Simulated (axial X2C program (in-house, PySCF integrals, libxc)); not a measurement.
# Excited states of GeBr⁺ by EOM-EE-CCSD

Calculated with an axial X2C code built on PySCF integrals: two-component X2C with atomic mean-field Coulomb and Gaunt terms, Gaussian nuclei, basis Br dyall-acv3z, Ge dyall-acv3z with contracted cores.

R = 2.204 Å (near the PBE0 minimum at charge 1 of the determinant lowest at the starting distance; the state shown can have its own minimum elsewhere).

Hartree–Fock spinors of GeBr⁺ (one of each Kramers pair; a window near the gap, which can cut inner shells):

```csv
ω,occupied,ε (eV),character
1/2,yes,-24.03,"50% Ge s, 34% Br p, 8% Br s"
1/2,yes,-18.27,"74% Br p, 12% Ge p, 5% Ge d"
3/2,yes,-17.81,"79% Br p, 9% Ge p, 6% Ge d"
1/2,yes,-17.75,"47% Br p, 30% Ge p, 16% Ge s"
1/2,no,-6.23,"74% Ge p, 11% Br d, 7% Br p"
3/2,no,-6.11,"73% Ge p, 11% Br d, 7% Br p"
1/2,no,-3.06,"54% Ge p, 17% Ge d, 10% Br p"
1/2,no,-2.73,"77% Ge s, 9% Br s, 7% Ge d"
1/2,no,-1.89,"87% Ge p, 10% Br p"
3/2,no,-1.89,"87% Ge p, 10% Br p"
```

Vertical excitation energies from the closed-shell determinant state of GeBr⁺:

```
 Ω  excitation (eV)   cm⁻¹         hole of the leading pair     particle of the leading pair  weight of the pair (for Ω = 0 its time-reversed partner can hold as much again)  singles weight
0⁻            3.661  29531  33% Ge pσ, 31% Br pσ, 27% Ge sσ    77% Ge pπ, 9% Br dπ, 7% Br pπ                                                                             0.47            0.95
0⁺            3.679  29675  33% Ge pσ, 31% Br pσ, 28% Ge sσ    77% Ge pπ, 9% Br dπ, 7% Br pπ                                                                             0.47            0.96
 1            3.740  30169  33% Ge pσ, 32% Br pσ, 27% Ge sσ    77% Ge pπ, 9% Br dπ, 7% Br pπ                                                                             0.54            0.95
 2            3.835  30929  33% Ge pσ, 31% Br pσ, 27% Ge sσ    76% Ge pπ, 9% Br dπ, 7% Br pπ                                                                             0.95            0.95
 1            4.177  33690    79% Br pπ, 9% Ge pπ, 6% Ge dπ   72% Ge pπ, 14% Br dπ, 9% Br pπ                                                                             0.74            0.92
0⁻            4.261  34370    79% Br pπ, 9% Ge pπ, 6% Ge dπ  71% Ge pπ, 14% Br dπ, 10% Br pπ                                                                             0.31            0.93
 2            4.424  35685    79% Br pπ, 9% Ge pπ, 6% Ge dπ   73% Ge pπ, 13% Br dπ, 8% Br pπ                                                                             0.86            0.91
 3            4.471  36057    79% Br pπ, 9% Ge pπ, 6% Ge dπ   72% Ge pπ, 13% Br dπ, 9% Br pπ                                                                             0.92            0.92
```

This point took 21 s on 1 thread of Intel(R) Xeon(R) Processor @ 2.30GHz, with other jobs on the host.

Reference electrons by ω block (each with its −ω partner): 1/2: 22, 3/2: 9, 5/2: 2. 10 electrons of GeBr⁺ correlated (inner shells frozen), 88 natural virtual spinors (a truncated set); levels can be off by some tenths of an eV. Roots sought by Ω: (0: 5, 1: 4, 2: 3, 3: 1); rows need 60 % singles weight and stop where some Ω has no more roots. Missing are any skipped roots, higher Ω and states of a further excitation; these come out far too high here and may in truth be low or lowest. T1 of the reference 0.021 (Lee–Taylor). Number of frozen shells: Br 3 s, 2 p, 1 d; Ge 3 s, 2 p, 1 d.
